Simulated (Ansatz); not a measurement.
The first iterations of a band of FGaH$_{3}$NS (7 atoms, charge 0, multiplicity 1).

All numbers below come from Ansatz, RHF/def2-TZVP.

```yaml
movable_images: 7
climbing_image: yes
spring: 5.0 eV/Å²
optimiser: quadratic models (default)
start_path: IDPP
force_threshold: 0.05 eV/Å
iteration_limit: 60
end_points: relaxed
```

Initial state:

```xyz
7
Properties=species:S:1:pos:R:3
N 0.649 1.111 -0.073
Ga 0.268 -0.630 0.183
F 1.578 -1.637 0.712
S -1.664 -1.645 -0.094
H 0.001 1.801 -0.372
H 1.556 1.489 0.077
H -2.327 -0.558 -0.479
```

Final state:

```xyz
7
Properties=species:S:1:pos:R:3
N 0.650 1.112 -0.068
Ga 0.268 -0.630 0.180
F 1.574 -1.635 0.718
S -1.662 -1.647 -0.106
H 1.554 1.491 0.092
H 0.004 1.800 -0.375
H -2.326 -0.559 -0.487
```

| iteration | highest image above the first end (eV) | largest band force component (eV/Å) |
| --- | --- | --- |
| 1 | 0.384 | 0.861 |
| 2 | 0.353 | 0.475 |
| 3 | 0.323 | 0.466 |
| 4 | 0.309 | 0.295 |

Task: Does the band converge within its limit, and where does its top end?

Result: The run converged. It ended after 13 iterations with the highest image 0.274 eV above the first end. A vibrational analysis at the climbing image gives one clearly imaginary mode, 291i cm⁻¹: a first-order saddle point.

Run time: 3.4 min on 2 threads of AMD EPYC 7R13 Processor (Zen 3), with other jobs on the host, peak memory 0.46 GiB.
